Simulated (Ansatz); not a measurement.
Energy needed to pull apart C₂H₄AlF (SMILES C=[CH][AlH][F]), closed shell, into free ground-state atoms, from the structure below (displaced at random from a GFN2-xTB minimum); no zero-point or spin–orbit terms; open-shell atoms are treated unrestricted, in their ground-state multiplicity.

C1  (0.650, 1.292, -0.071)
C2  (-0.180, 0.407, 0.546)
Al3  (-0.439, -1.387, -0.226)
F4  (-1.405, -2.537, 0.450)
H5  (1.170, 0.987, -1.002)
H6  (0.805, 2.276, 0.267)
H7  (-0.700, 0.764, 1.413)
H8  (0.239, -1.844, -1.490)
(Å)

Program: Ansatz 0.2.0. Basis: def2-TZVPP. Cores are frozen in the correlated methods.

```json
{"method": "PBE-D4", "atomization energy (kcal/mol)": "745.6"}
{"method": "r2SCAN-D4", "atomization energy (kcal/mol)": "737.1"}
{"method": "PBE0-D4", "atomization energy (kcal/mol)": "732.7"}
{"method": "CAM-B3LYP-D4", "atomization energy (kcal/mol)": "738.0"}
{"method": "LC-wPBE", "atomization energy (kcal/mol)": "?"}
{"method": "wB97M-V", "atomization energy (kcal/mol)": "736.6"}
{"method": "HF", "atomization energy (kcal/mol)": "?"}
{"method": "MP2", "atomization energy (kcal/mol)": "734.3"}
{"method": "CCSD", "atomization energy (kcal/mol)": "709.0"}
{"method": "CCSD(T)", "atomization energy (kcal/mol)": "719.5"}
```

**Question.** What does HF give? (Judge from chemistry; the value comes from the calculation.)

**Answer.** By the calculation: 555.3 kcal/mol, which is about 164.2 kcal/mol less than CCSD(T)/def2-TZVPP.

**Question.** What does LC-wPBE give? (To be estimated.)

**Answer.** Computed: 732.9 kcal/mol, which is about 13.4 kcal/mol more than CCSD(T)/def2-TZVPP.

In triple zeta the MP2 and coupled-cluster atomization energies are still short of their basis limit by a few kcal/mol a bond, whereas those of the functionals are nearly converged, so these differences are not deviations from converged CCSD(T).

No T1 diagnostic of these runs exceeds 0.013. The restricted Hartree–Fock reference is unstable towards an unrestricted one here.

For scale, one of the runs: CCSD(T)/def2-TZVPP forces, 191 basis functions, launched by `ansatz run in.yaml --threads 8 --pin off --events-out ev --progress --plain --max-ram 10444MiB`. Time: 2.2 min of wall clock on 8 CPU threads of an Arm Neoverse N1; the host was shared. Peak host memory: 4.6 GiB.
